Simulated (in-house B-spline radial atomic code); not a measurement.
What moves the levels of Lu ([Xe] 4f14 5d1 6s2)? Computed with an all-electron radial atomic-structure program (B-spline basis): Dirac-Hartree-Fock, average of the jj configuration, Fermi nucleus of rms radius 5.2293 fm.

Baseline run (computed): total energy -14572.5352 hartree, 1s1/2 at -2341.3 hartree, 5d3/2 at -5.2552 eV with <r> = 2.685 bohr.

Changing the nucleus:

```csv
nucleus,ΔE (eV)
"Fermi nucleus of rms radius 5.2398 fm, A = 162",0.167
"Fermi nucleus of rms radius 5.2567 fm, A = 163",0.437
"Fermi nucleus of rms radius 5.2677 fm, A = 164",0.613
"Fermi nucleus of rms radius 5.283 fm, A = 165",0.858
"Fermi nucleus of rms radius 5.2972 fm, A = 166",1.09
"Fermi nucleus of rms radius 5.3108 fm, A = 167",1.3
"Fermi nucleus of rms radius 5.3227 fm, A = 168",1.5
"Fermi nucleus of rms radius 5.329 fm, A = 169",1.6
"Fermi nucleus of rms radius 5.3364 fm, A = 170",1.72
"Fermi nucleus of rms radius 5.3436 fm, A = 171",1.83
"Fermi nucleus of rms radius 5.3486 fm, A = 172",1.91
"Fermi nucleus of rms radius 5.3577 fm, A = 173",2.06
"Fermi nucleus of rms radius 5.3634 fm, A = 174",2.15
"Fermi nucleus of rms radius 5.37 fm, A = 175",2.26
"Fermi nucleus of rms radius 5.3739 fm, A = 176",2.32
"Fermi nucleus of rms radius 5.3815 fm, A = 177",2.45
"Fermi nucleus of rms radius 5.3857 fm, A = 178",2.52
"Fermi nucleus of rms radius 5.3917 fm, A = 179",2.61
```

A larger nucleus binds the electrons less, roughly as the density at the nucleus times the change of the nuclear <r²>. The reference is A = 161.
